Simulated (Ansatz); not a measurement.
Species: C3H7ClSi, SMILES `C/C=C(\[SiH3])Cl` (charge 0, multiplicity 1), formula C3H7ClSi.

How many basis functions does frozen-core CCSD(T)/cc-pVTZ // CAM-B3LYP-D3(BJ)/def2-TZVP run with Ansatz (a program for electronic structure) use, how many core orbitals are frozen, and how many electrons are correlated?

256 basis functions and 13 frozen orbitals, which leaves 30 correlated electrons. Core time is of the order of minutes.
